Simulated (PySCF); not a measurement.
PBE on P (phosphorus, neutral), [Ne] 3s1 3p3 3d1, high-spin 6D determinant (an excited configuration). All numbers are calculated (PySCF 2.14, no relativity, point nucleus, in aug-cc-pwCVTZ (8s7p5d3f, 75 functions)).

```
cycle= 1 E= -340.592908608804  delta_E= -0.00877  |g|= 0.0141  |ddm|= 0.222
cycle= 2 E= -340.592938924392  delta_E= -3.03e-05  |g|= 0.00603  |ddm|= 0.0327
cycle= 3 E= -340.592943905713  delta_E= -4.98e-06  |g|= 0.000335  |ddm|= 0.00788
cycle= 4 E= -340.592943918187  delta_E= -1.25e-08  |g|= 0.000146  |ddm|= 0.000825
cycle= 5 E= -340.592943931466  delta_E= -1.33e-08  |g|= 1.16e-05  |ddm|= 0.00044
cycle= 6 E= -340.592943931562  delta_E= -9.59e-11  |g|= 3e-07  |ddm|= 3.3e-05
converged SCF energy = -340.592943931562  <S^2> = 8.7500143  2S+1 = 6.0000048
```

Highest occupied orbital energy: 0.580 eV; ⟨L²⟩ = 6.01; populations by l: s 5.00, p 9.00, d 1.00, f 0.00.

Task: Can this result be used?

Result: Not for this state. The run converged. The outer electron is Rydberg-like, and this basis confines it to a smaller radius and binds it less than a complete one would. At PBE the highest occupied level has a positive energy, so only the finite basis holds that electron; for this excited configuration the basis is too tight for the outer shell.
